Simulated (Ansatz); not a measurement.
Ideal-gas functions of `C=C[SiH](F)Br` at 500 K and 1 bar, from an Ansatz frequency run at PBE0-D4/def2-TZVP.

Molar mass 155.04 g/mol, point group C1 (symmetry number 1), electronic degeneracy 1, moments of inertia 127.383, 356.671, 453.585 u Å². Harmonic wavenumbers (cm⁻¹, unscaled): 70, 157, 200, 215, 324, 451, 549, 731, 799, 820, 910, 1016, 1020, 1041, 1289, 1444, 1669, 2269, 3134, 3162, 3219.

Use S(trans) = R[1.5 ln M + 2.5 ln T − 1.1517]; rotational temperatures θ = 24.2544 K / I; S(rot) = R[ln(√π/σ · √(T³/θAθBθC)) + 1.5]; for each mode x = 1.438777 ν̃/T, S = R[x/(eˣ − 1) − ln(1 − e⁻ˣ)] and H = RT x/(eˣ − 1); 1 cm⁻¹ = 0.0119627 kJ/mol; R = 8.31446 J/(mol·K).

Question: By hand: the entropy, in J/(mol·K).

Answer: Translation 182.5. Rotation: θ = 0.1904, 0.068, 0.0535 K, giving 125.0. Vibration, mode by mode: 21.65, 14.99, 13.02, 12.44, 9.19, 6.71, 5.33, 3.51, 3.01, 2.87, 2.34, 1.84, 1.82, 1.74, 0.98, 0.68, 0.40, 0.09, 0.01, 0.01, 0.01, in all 102.6. Electronic 0.0. Sum 410.1 J/(mol·K).

Question: By hand: H − E and G − E in kJ/mol, counted from the electronic energy.

Answer: Zero-point energy ½ × 24489 × 0.0119627 = 146.5; thermal vibration 26.4; translation, rotation and pV give 4 RT = 16.6. H − E = 189.5 kJ/mol, and G − E = 189.5 − 500 × 410.1/1000 = -15.6 kJ/mol.

Vibration gives 25 % of the entropy, 21.7 J/(mol·K) of it from the mode under 150 cm⁻¹: soft modes count most, and the harmonic formula is weakest for them. The sum counts one conformer and one mirror image; others add a mixing term.
